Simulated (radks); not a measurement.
Task: Excited configurations of Zn IV: one electron is placed in a higher orbital outside [Ar] 3d8. The ground configuration is [Ar] 3d9. All-electron calculation, scalar-relativistic Kohn-Sham, PBE, spin-polarised, spherical densities, finite nucleus; open shells are filled with parallel spins first; Fermi nuclear charge, rms radius 3.9283 fm. Program: a radial shooting solver on a logarithmic mesh with Libxc functionals. Excitation = E - E(ground); binding = E(ion) - E, where the ion is the core of charge +4; n* = 4/sqrt(2 binding) in atomic units, and the quantum defect is n - n*.

| outer orbital | excitation (eV) | binding (eV) | n* | quantum defect | eigenvalue (eV) | <r> (bohr) |
|---|---|---|---|---|---|---|
| 4p | 25.814 | 35.012 | 2.494 | 1.506 | -30.438 | 2.214 |
| 4f | 46.720 | 14.105 | 3.929 | 0.071 | -12.028 | 4.304 |
| 5s | 39.569 | 21.256 | 3.200 | 1.800 | -19.050 | 3.966 |
| 5f | 51.481 | 9.345 | 4.827 | 0.173 | -8.154 | 7.410 |
| 6s | 48.301 | 12.525 | 4.169 | 1.831 | -11.304 | 6.697 |
| 7d | 54.714 | 6.111 | 5.968 | 1.032 | -5.512 | 13.06 |

Estimate the row for 6f.

Result: excitation (eV) 54.231; binding (eV) 6.594; n* 5.746; quantum defect 0.254; eigenvalue (eV) -5.861; <r> (bohr) 11.23. The Delta-SCF ionisation energy is 60.825 eV (NIST Atomic Spectra Database: 59.57 eV, measured). Self-interaction in the functional shifts the binding energies and quantum defects, so they are the method's values and not measured ones. Open shells are spherical and high-spin; term and fine-structure splittings are not resolved.
